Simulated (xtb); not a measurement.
C₂H₆N (SMILES C[CH]N), doublet, from a rough starting geometry; GFN2-xTB (xtb).

Input for xtb:
```
$ xtb mol.xyz --gfn 2 --uhf 1 --opt vtight --json

# file mol.xyz
9

C     -1.05259214     0.12100959     0.04122510
C      0.18149297    -0.50794167     0.13938927
N      1.35321418     0.14671918    -0.24673865
H     -1.87237298    -0.49046295     0.05412604
H     -1.17396638     0.84736597     0.92318760
H     -1.10047039     0.82844971    -0.87662161
H      0.22191547    -1.62648073    -0.06746894
H      1.38418970     1.06285585    -0.00052288
H      2.22455956    -0.33934467     0.00153158
```

What the program printed (banner, timings and long lists left out):

```
   ID    Z sym.   atoms
    1    6 C      1, 2
    2    7 N      3
    3    1 H      4-9

           -------------------------------------------------
          |                Calculation Setup                |
           -------------------------------------------------

           -------------------------------------------------
          |                 G F N 2 - x T B                 |
           -------------------------------------------------

          ...................................................
          :                      SETUP                      :
          :.................................................:
          :  # basis functions                  18          :
          :  # atomic orbitals                  18          :
          :  # shells                           12          :
          :  # electrons                        19          :
          :  max. iterations                   250          :
          :  Hamiltonian                  GFN2-xTB          :
          :  restarted?                      false          :
          :  GBSA solvation                  false          :
          :  PC potential                    false          :
          :  electronic temp.          300.0000000     K    :
          :  accuracy                    1.0000000          :
          :  -> integral cutoff          0.2500000E+02      :
          :  -> integral neglect         0.1000000E-07      :
          :  -> SCF convergence          0.1000000E-05 Eh   :
          :  -> wf. convergence          0.1000000E-03 e    :
          :  Broyden damping             0.4000000          :
          :  net charge                          0          :
          :  unpaired electrons                  1          :
          ...................................................

 iter      E             dE          RMSdq      gap      omega  full diag
   1    -10.2768631 -0.102769E+02  0.312E+00    8.52       0.0  T
   2    -10.3126950 -0.358319E-01  0.178E+00    8.37       1.0  T
   3    -10.3159157 -0.322065E-02  0.100E+00    8.61       1.0  T
   4    -10.3160626 -0.146936E-03  0.300E-01    8.49       1.0  T
   5    -10.3161195 -0.569045E-04  0.549E-02    8.49       1.0  T
   6    -10.3161198 -0.263233E-06  0.125E-02    8.50       2.7  T
   7    -10.3161204 -0.618928E-06  0.283E-03    8.50      11.8  T
   8    -10.3161204 -0.313282E-08  0.855E-04    8.50      39.0  T
   9    -10.3161204 -0.219669E-08  0.218E-04    8.50     152.9  T

   *** convergence criteria satisfied after 9 iterations ***

         :::::::::::::::::::::::::::::::::::::::::::::::::::::
         ::                     SUMMARY                     ::
         :::::::::::::::::::::::::::::::::::::::::::::::::::::
         :: total energy             -10.157278553438 Eh    ::
         :: gradient norm              0.173069066824 Eh/a0 ::
         :: HOMO-LUMO gap              8.502009955335 eV    ::
         ::.................................................::
         :: SCC energy               -10.316119886275 Eh    ::
         :: -> isotropic ES            0.009425481202 Eh    ::
         :: -> anisotropic ES          0.003806580867 Eh    ::
         :: -> anisotropic XC          0.006511096000 Eh    ::
         :: -> dispersion             -0.003077267496 Eh    ::
         :: repulsion energy           0.158841332837 Eh    ::
         :: add. restraining           0.000000000000 Eh    ::
         :: total charge               0.000000000000 e     ::
         :::::::::::::::::::::::::::::::::::::::::::::::::::::

      -----------------------------------------------------------
     |                   =====================                   |
     |                        A N C O P T                        |
     |                   =====================                   |
     |               Approximate Normal Coordinate               |
     |                Rational Function Optimizer                |
[...]
 * total energy  :   -10.1754283 Eh     change       -0.9626003E-04 Eh
 * total energy  :   -10.1755355 Eh     change       -0.1072760E-03 Eh
 * total energy  :   -10.1756376 Eh     change       -0.1020659E-03 Eh
 * total energy  :   -10.1757051 Eh     change       -0.6748117E-04 Eh
 * total energy  :   -10.1757477 Eh     change       -0.4263574E-04 Eh
 * total energy  :   -10.1757553 Eh     change       -0.7570217E-05 Eh
 * total energy  :   -10.1757917 Eh     change       -0.3641266E-04 Eh
 * total energy  :   -10.1758045 Eh     change       -0.1284382E-04 Eh
 * total energy  :   -10.1758093 Eh     change       -0.4768909E-05 Eh
 * total energy  :   -10.1758100 Eh     change       -0.6606606E-06 Eh
 * total energy  :   -10.1758102 Eh     change       -0.1934151E-06 Eh
 * total energy  :   -10.1758102 Eh     change       -0.2407797E-07 Eh
   *** GEOMETRY OPTIMIZATION CONVERGED AFTER 19 ITERATIONS ***
         :: total energy             -10.175810190104 Eh    ::
[...]
         2        2.0000           -0.5884624             -16.0129
         3        2.0000           -0.5532217             -15.0539
         4        2.0000           -0.5275948             -14.3566
         5        2.0000           -0.4901870             -13.3387
         6        2.0000           -0.4738817             -12.8950
         7        2.0000           -0.4505861             -12.2611
         8        2.0000           -0.4336547             -11.8003
         9        2.0000           -0.4228824             -11.5072
        10        1.0000           -0.2535981              -6.9008 (HOMO)
        11                          0.0543152               1.4780 (LUMO)
        12                          0.1519426               4.1346
        13                          0.1656196               4.5067
        14                          0.1893631               5.1528
        15                          0.1992360               5.4215
        16                          0.2273238               6.1858
        17                          0.3135129               8.5311
        18                          0.3587062               9.7609
      -------------------------------------------------------------
                  HL-Gap            0.3079133 Eh            8.3787 eV
             Fermi-level           -0.2189409 Eh           -5.9577 eV

     #   Z          covCN         q      C6AA      α(0)
     1   6 C        3.752    -0.097    22.413     6.751
     2   6 C        2.813    -0.055    29.363     8.878
     3   7 N        2.631    -0.264    26.851     7.696
     4   1 H        0.925     0.035     2.519     2.482
     5   1 H        0.924     0.030     2.582     2.513
     6   1 H        0.923     0.034     2.531     2.488
     7   1 H        0.926     0.011     2.867     2.648
     8   1 H        0.860     0.155     1.370     1.834
     9   1 H        0.860     0.152     1.391     1.847

 Mol. C6AA /au·bohr⁶  :        582.018373
 Mol. C8AA /au·bohr⁸  :      11982.432267
 Mol. α(0) /au        :         37.136930

Wiberg/Mayer (AO) data.
largest (>0.10) Wiberg bond orders for each atom

 ---------------------------------------------------------------------------
     #   Z sym  total        # sym  WBO       # sym  WBO       # sym  WBO
 ---------------------------------------------------------------------------
     1   6 C    3.998 --     2 C    1.060     4 H    0.981     5 H    0.980
                             6 H    0.953
     2   6 C    3.373 --     3 N    1.290     1 C    1.060     7 H    0.973
     3   7 N    3.246 --     2 C    1.290     9 H    0.960     8 H    0.957
     4   1 H    0.999 --     1 C    0.981
     5   1 H    0.999 --     1 C    0.980
     6   1 H    0.997 --     1 C    0.953
     7   1 H    1.000 --     2 C    0.973
     8   1 H    0.976 --     3 N    0.957
     9   1 H    0.977 --     3 N    0.960
 ---------------------------------------------------------------------------

Topologies differ in total number of bonds
Writing topology from bond orders to xtbtopo.mol

molecular dipole:
                 x           y           z       tot (Debye)
 q only:        0.260       0.180       0.169
   full:        0.305       0.219       0.287       1.202
molecular quadrupole (traceless):
                xx          xy          yy          xz          yz          zz
 q only:        1.751       0.203      -0.386       0.749       0.322      -1.365
  q+dip:        2.024      -0.097       0.147       1.787       1.179      -2.171
   full:        2.249      -0.043      -0.011       1.788       1.095      -2.238

optimized geometry written to: xtbopt.xyz

           -------------------------------------------------
          | TOTAL ENERGY              -10.175810190104 Eh   |
          | GRADIENT NORM               0.000149498384 Eh/α |
          | HOMO-LUMO GAP               8.378747259443 eV   |
           -------------------------------------------------

normal termination of xtb
```
